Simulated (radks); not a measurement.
Results of a calculation; reference values are marked as such.
Isoelectronic series with 20 electrons, each ion in its NIST ground configuration. Code: a radial shooting solver on a logarithmic mesh with Libxc functionals. Model: Dirac Kohn-Sham, PBE, spin-unpolarised, spherical densities, point nucleus; open shells are shared between the two j in proportion to 2j + 1. Total energies (hartree) and mean radii <r> (bohr) (* marks an orbital that is empty in some or all of the ions):

Ca: configuration [Ar] 4s2; E (hartree) -680.32968; 4s1/2* 4.020; 3p3/2 1.274
V3+: configuration [Ar] 3d2; E (hartree) -947.14517; 4s1/2* 2.514; 3p3/2 0.9961
Fe6+: configuration [Ar] 3d2; E (hartree) -1262.01713; 4s1/2* 1.817; 3p3/2 0.7968
Cu9+: configuration [Ar] 3d2; E (hartree) -1624.83649; 4s1/2* 1.445; 3p3/2 0.6647
Ge12+: configuration [Ar] 3d2; E (hartree) -2036.00325; 4s1/2* 1.206; 3p3/2 0.5707
Br15+: configuration [Ar] 3d2; E (hartree) -2496.03625; 4s1/2* 1.037; 3p3/2 0.5002
Sr18+: configuration [Ar] 3d2; E (hartree) -3005.54827; 4s1/2* 0.9102; 3p3/2 0.4452
Nb21+: configuration [Ar] 3d2; E (hartree) -3565.24169; 4s1/2* 0.8112; 3p3/2 0.4012
Ru24+: configuration [Ar] 3d2; E (hartree) -4175.91071; 4s1/2* 0.7315; 3p3/2 0.3650
Ag27+: configuration [Ar] 3d2; E (hartree) -4838.44658; 4s1/2* 0.6658; 3p3/2 0.3348
Sn30+: configuration [Ar] 3d2; E (hartree) -5553.84504; 4s1/2* 0.6106; 3p3/2 0.3091
I33+: configuration [Ar] 3d2; E (hartree) -6323.21557; 4s1/2* 0.5635; 3p3/2 0.2871
Ba36+: configuration [Ar] 3d2; E (hartree) -7147.7927; 4s1/2* 0.5229; 3p3/2 0.2679
Pr39+: configuration [Ar] 3d2; E (hartree) -8028.9492; 4s1/2* 0.4873; 3p3/2 0.2510
Sm42+: configuration [Ar] 3d2; E (hartree) -8968.2125; 4s1/2* 0.4560; 3p3/2 0.2361
Tb45+: configuration [Ar] 3d2; E (hartree) -9967.2831; 4s1/2* 0.4281; 3p3/2 0.2228
Er48+: configuration [Ar] 3d2; E (hartree) -11028.0575; 4s1/2* 0.4031; 3p3/2 0.2108
